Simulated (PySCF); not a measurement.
```xyz
3
charge 0 multiplicity 1, angstrom
Ge    0.0000    0.0000    0.0000
S     0.0000    0.0000    2.0112
S     0.0000    0.0000   -2.0112
```

Level of theory: B3LYP in PySCF with Ge def2-TZVP, S def2-TZVP; no relativity; density-fitted integrals.

This geometry of GeS2 is a stationary point at this level.

(1) What is the point group?

(2) Is it a minimum?

(3) Which band is strongest in the infrared?

(4) Give the ideal-gas entropy at 298.15 K and 1 bar by parts.

Answers

(1) D∞h.

(2) Yes: all harmonic wavenumbers are real.

(3) 647 cm⁻¹ (σu+), 89 km/mol.

(4) translation 170.3, rotation 69.6, vibration 29.8, spin 0.0; total 269.7 J/(mol K).
